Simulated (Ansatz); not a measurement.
CH3AlNSi, SMILES `N#[C][Al-][SiH3]` (excited triplet) (charge -1, multiplicity 3). This triplet is an excited state, 0.78 eV above the relaxed singlet at the level frozen-core CCSD(T)/aug-cc-pVDZ // B3LYP-D3(BJ)/def2-TZVPD (Ansatz, an electronic-structure program).

These are PBE0/aug-cc-pVTZ // B3LYP-D3(BJ)/def2-TZVPD in Ansatz values and carry that method's errors.

Ansatz 0.2 input:
```yaml
crystal:
  periodic: [false, false, false]
  atoms:
    - { symbol: N, position_ang: [3.464377, 0.332219, -0.772809] }
    - { symbol: C, position_ang: [2.468129, -0.198813, -0.491114] }
    - { symbol: Al, position_ang: [0.837266, -1.197437, 0.001689] }
    - { symbol: Si, position_ang: [-1.26225, 0.051618, -0.003664] }
    - { symbol: H, position_ang: [-1.712978, 0.658124, -1.305064] }
    - { symbol: H, position_ang: [-1.396128, 1.205231, 0.953568] }
    - { symbol: H, position_ang: [-2.398422, -0.850946, 0.375249] }
basis:
  gaussian: { orbitals: aug-cc-pVTZ }
hamiltonian:
  xc: pbe0
total_charge: -1
magnetization:
  spin_polarized: true
  initial_magnetization: 2
```

Output:

```
Functional definition: PBE0
1303 factors; their error is unknown
mean field evaluation 1: about -17039.5300 eV, gradient 2.1e1 eV
mean field evaluation 2: about -17036.5683 eV, gradient 3.3e1 eV
mean field evaluation 4: about -17042.1180 eV, gradient 3.3e0 eV
mean field evaluation 8: about -17042.1738 eV, gradient 5.9e-2 eV
mean field evaluation 16: about -17042.2282 eV, gradient 1.6e-4 eV
mean field -17042.22819464 eV, -626.2903345157 hartree, gradient 6.8e-5 eV, S^2 2.005594; 0 other end points of the search recorded, 0 dependent functions left out
reference -17042.22827244 eV, -626.2903373751 hartree; 23, 21 occupied and 238, 240 virtual orbitals, 1303 factors
Total energy: -17042.22827244 eV, -626.2903373751 hartree
```
